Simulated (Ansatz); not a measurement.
`O/C(=C\F)[SiH2]F` + `OC[SeH]` → `F[SiH2]OC[SeH]` + `O/C=C\F`  (ligand exchange at the Si–C bond)

Program: Ansatz. Geometries: PBE0-D4/def2-TZVP. ΔE: electronic, gas phase. CBS: MP2 limit from def2 TZ/QZ plus the TZ coupled-cluster correction, frozen cores. Double bonds are as drawn, so ΔE can hold a change between cis and trans. Functionals use def2-TZVPP. B3LYP here is the variant with VWN-RPA as its local correlation; programs differ in this. For Se outer-core shells are correlated without core-valence functions, which leaves a few kJ/mol of doubt a bond. Scalar relativity is left out up to krypton. Each species was taken in one conformer, which may not be the lowest.

CCSD(T)/CBS gives -1.12 eV.

Another level gave -1.02 eV. Which?
A. CCSD/def2-TZVPP
B. PBE0/def2-TZVPP
C. PBE/def2-TZVPP
D. B3LYP/def2-TZVPP

B. PBE0 -1.02, B3LYP -1.09, CCSD/def2-TZVPP -1.13, PBE -0.97 eV.

Largest T1 diagnostic among the species: 0.013.

In def2-TZVPP, CCSD(T) changes the Hartree–Fock value by +0.11 eV (the triples alone add +0.02 eV) and MP2 by +0.09 eV. From PBE to PBE0 (25 % exact exchange), in def2-TZVPP and without D4, ΔE moves by −0.05 eV.
